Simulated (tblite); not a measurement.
Question: What does the GFN2-xTB structure of `C[C@H]([C@H](C(=O)O)O[SiH3])CF` look like in three dimensions?

Answer: 
```
atom  x, y, z in Å
C1    -2.1972    0.2077   -0.8976
C2    -1.0481    0.5417    0.0473
C3    -1.0595   -0.3663    1.2750
F4    -2.1652   -0.0972    2.0437
C5     0.3358    0.4815   -0.6501
O6     1.2539    1.2368    0.0464
Si7    2.5957    0.8419    0.8911
C8     0.7999   -0.9524   -0.7953
O9     1.6911   -1.4332   -0.1481
O10    0.1251   -1.6374   -1.7152
H11   -2.0586   -0.7707   -1.3503
H12   -2.2668    0.9487   -1.6898
H13   -3.1316    0.2058   -0.3415
H14   -1.1597    1.5723    0.4014
H15   -1.1246   -1.4248    0.9993
H16   -0.1833   -0.1924    1.9058
H17    0.2284    0.9043   -1.6607
H18    2.8971    2.2108    1.2983
H19    2.3344   -0.0059    2.0518
H20    3.6654    0.2949    0.0628
H21    0.4588   -2.5491   -1.7750
```

Any rigid rotation of these coordinates is as good. Atoms count from 1 in this order. Of the pairs four or more bonds apart, Si7···O9 is among the closest relative to their van der Waals radii: 2.66 Å, 73 % of the sum of Bondi's values. The 3 C–O bonds span 1.202 Å (C8=O9, drawn double) to 1.378 Å (C5–O6, drawn single), a spread of 0.176 Å. The 4 C–C bonds span 1.514 Å (C5–C8, drawn single) to 1.551 Å (C2–C5, drawn single), a spread of 0.037 Å. Si7 (oxygen-bound silicon) has angles from 95.0° to 113.8°.

Bonds between heavy atoms (Å): C1–C2 1.525, C2–C3 1.527, C3–F4 1.373, C2–C5 1.551, C5–O6 1.378, O6–Si7 1.634, C5–C8 1.514, C8=O9 1.202, C8–O10 1.331.

The geometry is computed with GFN2-xTB (gas phase).

Point group: C1 (no symmetry element, even within 0.4 Å). Its GFN2-xTB frequencies are all real (lowest 52 cm⁻¹). The numbers are those of one conformer (C1–C2–C3–F4 -67°, C1–C2–C5–O6 158°, C2–C5–O6–Si7 114°, C2–C5–C8–O9 -108°, C5–C8–O10–H 180°). 3 starts were optimised and ended at 0.00, 4.34 and 5.16 kcal/mol (GFN2-xTB); the lowest of these is shown.
